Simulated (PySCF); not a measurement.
C₅H₁₂O₃Si, singlet, geometry from GFN2-xTB; B3LYP/STO-3G in PySCF.

Here is a job for PySCF.
```python
from pyscf import gto, scf, dft

mol = gto.Mole()
mol.atom = '''
    C     0.935943   -1.844854   -2.016695
    C     0.096260   -0.868445   -1.712864
    Si   -0.083505   -0.044196   -0.027172
    O     0.154078    1.574883   -0.140051
    C     1.280877    2.236941   -0.645149
    O     0.974438   -0.831105    0.917417
    C     1.046491   -0.856908    2.318828
    O    -1.547217   -0.179653    0.663971
    C    -2.741578    0.444732    0.280199
    H     1.595363   -2.257522   -1.272724
    H     0.998969   -2.271061   -3.006927
    H    -0.545963   -0.485853   -2.499484
    H     1.131012    3.306972   -0.496164
    H     2.186437    1.918787   -0.124066
    H     1.403396    2.030423   -1.710925
    H     0.069583   -1.080432    2.748639
    H     1.390645    0.105473    2.705220
    H     1.757789   -1.635551    2.597488
    H    -2.579606    1.505678    0.086385
    H    -3.454226    0.325393    1.097101
    H    -3.142678   -0.025354   -0.620746
'''
mol.basis = 'sto-3g'
mol.charge = 0
mol.spin = 0
mol.verbose = 4
mol.build()

mf = dft.RKS(mol)
mf.xc = 'b3lyp'
mf.DIIS = scf.EDIIS
mf.kernel()
```

What the program printed (banner, timings and long lists left out):

```
PySCF version 2.14.0

[INPUT] verbose = 4
[INPUT] num. atoms = 21
[INPUT] num. electrons = 80
[INPUT] charge = 0
[INPUT] spin (= nelec alpha-beta = 2S) = 0
[INPUT] symmetry False subgroup None
[INPUT] Mole.unit = angstrom
[INPUT] Symbol           X                Y                Z      unit          X                Y                Z       unit  Magmom
[...]
nuclear repulsion = 592.169709860031
number of shells = 41
number of NR pGTOs = 183
number of NR cGTOs = 61
basis = sto-3g
ecp = {}

******** <class 'pyscf.dft.rks.RKS'> ********
method = RKS
initial guess = minao
damping factor = 0
level_shift factor = 0
DIIS = <class 'pyscf.scf.diis.EDIIS'>
diis_start_cycle = 1
diis_space = 8
diis_damp = 0
SCF conv_tol = 1e-09
SCF conv_tol_grad = None
SCF max_cycles = 50
direct_scf = True
direct_scf_tol = 1e-13
XC library pyscf.dft.libxc version 7.1.2
    S. Lehtola, C. Steigemann, M. J. T. Oliveira, and M. A. L. Marques,  SoftwareX 7, 1–5 (2018)
XC functionals = b3lyp
    P. J. Stephens, F. J. Devlin, C. F. Chabalowski, and M. J. Frisch,  J. Phys. Chem. 98, 11623 (1994)
radial grids:
    Treutler-Ahlrichs [JCP 102, 346 (1995); DOI:10.1063/1.469408] (M4) radial grids

becke partition: Becke, JCP 88, 2547 (1988); DOI:10.1063/1.454033
pruning grids: <function nwchem_prune>
grids dens level: 3
symmetrized grids: False
atomic radii adjust function: <function treutler_atomic_radii_adjust>
small_rho_cutoff = 0
Set gradient conv threshold to 3.16228e-05
Initial guess from minao.
tot grids = 249712
init E= -705.162058638112
[...]
cycle= 1 E= -703.803328212598  delta_E= 1.36  |g|= 0.858  |ddm|= 5.71
[...]
cycle= 2 E= -703.79427925188  delta_E= 0.00905  |g|= 0.925  |ddm|= 2.62
[...]
cycle= 3 E= -704.057799988704  delta_E= -0.264  |g|= 0.079  |ddm|= 1.44
[...]
cycle= 4 E= -704.057799990607  delta_E= -1.9e-09  |g|= 0.079  |ddm|= 8.94e-08
[...]
cycle= 5 E= -704.057799989775  delta_E= 8.32e-10  |g|= 0.079  |ddm|= 3.89e-08
[...]
cycle= 6 E= -704.057799988491  delta_E= 1.28e-09  |g|= 0.079  |ddm|= 6.04e-08
[...]
cycle= 7 E= -704.057799988678  delta_E= -1.86e-10  |g|= 0.079  |ddm|= 8.88e-09
[...]
cycle= 8 E= -704.057799988401  delta_E= 2.77e-10  |g|= 0.079  |ddm|= 1.31e-08
[...]
cycle= 9 E= -704.057799988272  delta_E= 1.29e-10  |g|= 0.079  |ddm|= 5.87e-09
[...]
cycle= 10 E= -704.045361080188  delta_E= 0.0124  |g|= 0.213  |ddm|= 0.271
[...]
cycle= 11 E= -704.056975775865  delta_E= -0.0116  |g|= 0.0956  |ddm|= 0.428
[...]
[...]
[...]
cycle= 23 E= -704.05985665294  delta_E= -1.39e-10  |g|= 0.013  |ddm|= 3.68e-08
[...]
cycle= 24 E= -704.059856652503  delta_E= 4.37e-10  |g|= 0.013  |ddm|= 7.84e-08
[...]
cycle= 25 E= -704.059856652887  delta_E= -3.85e-10  |g|= 0.013  |ddm|= 6.64e-08
[...]
cycle= 26 E= -704.05985665319  delta_E= -3.03e-10  |g|= 0.013  |ddm|= 5.61e-08
[...]
cycle= 27 E= -704.059779692503  delta_E= 7.7e-05  |g|= 0.0207  |ddm|= 0.041
[...]
cycle= 28 E= -704.059879648074  delta_E= -0.0001  |g|= 0.0101  |ddm|= 0.0386
[...]
cycle= 29 E= -704.059904959962  delta_E= -2.53e-05  |g|= 0.00449  |ddm|= 0.0105
[...]
cycle= 30 E= -704.059904960052  delta_E= -8.98e-11  |g|= 0.00449  |ddm|= 5.68e-08
[...]
cycle= 31 E= -704.059904959609  delta_E= 4.43e-10  |g|= 0.00449  |ddm|= 2.17e-07
[...]
cycle= 32 E= -704.059904959989  delta_E= -3.79e-10  |g|= 0.00449  |ddm|= 1.84e-07
[...]
cycle= 33 E= -704.059904960039  delta_E= -5e-11  |g|= 0.00449  |ddm|= 6.63e-08
[...]
cycle= 34 E= -704.059904959994  delta_E= 4.48e-11  |g|= 0.00449  |ddm|= 5.88e-08
[...]
cycle= 35 E= -704.059890966644  delta_E= 1.4e-05  |g|= 0.00802  |ddm|= 0.00873
[...]
cycle= 36 E= -704.059883332223  delta_E= 7.63e-06  |g|= 0.00955  |ddm|= 0.0218
[...]
cycle= 37 E= -704.059906919735  delta_E= -2.36e-05  |g|= 0.00371  |ddm|= 0.0154
[...]
cycle= 38 E= -704.059907011031  delta_E= -9.13e-08  |g|= 0.00367  |ddm|= 6.2e-05
[...]
cycle= 39 E= -704.059907094524  delta_E= -8.35e-08  |g|= 0.00363  |ddm|= 5.83e-05
[...]
cycle= 40 E= -704.059907126039  delta_E= -3.15e-08  |g|= 0.00362  |ddm|= 2.45e-05
[...]
cycle= 41 E= -704.059907111157  delta_E= 1.49e-08  |g|= 0.00362  |ddm|= 1.35e-05
[...]
cycle= 42 E= -704.059907049263  delta_E= 6.19e-08  |g|= 0.00365  |ddm|= 4.34e-05
[...]
cycle= 43 E= -704.059906919564  delta_E= 1.3e-07  |g|= 0.00371  |ddm|= 9.19e-05
[...]
cycle= 44 E= -704.059905063624  delta_E= 1.86e-06  |g|= 0.00442  |ddm|= 0.00806
[...]
cycle= 45 E= -704.059902770941  delta_E= 2.29e-06  |g|= 0.00525  |ddm|= 0.0113
[...]
cycle= 46 E= -704.059910588453  delta_E= -7.82e-06  |g|= 0.00133  |ddm|= 0.00749
[...]
cycle= 47 E= -704.059910587949  delta_E= 5.05e-10  |g|= 0.00133  |ddm|= 1.09e-06
[...]
cycle= 48 E= -704.059910394205  delta_E= 1.94e-07  |g|= 0.00155  |ddm|= 0.000506
[...]
cycle= 49 E= -704.059910595592  delta_E= -2.01e-07  |g|= 0.00132  |ddm|= 0.000522
[...]
cycle= 50 E= -704.059910603513  delta_E= -7.92e-09  |g|= 0.00131  |ddm|= 1.82e-05
SCF not converged.
SCF energy = -704.059910603513
```

Convergence was not reached.
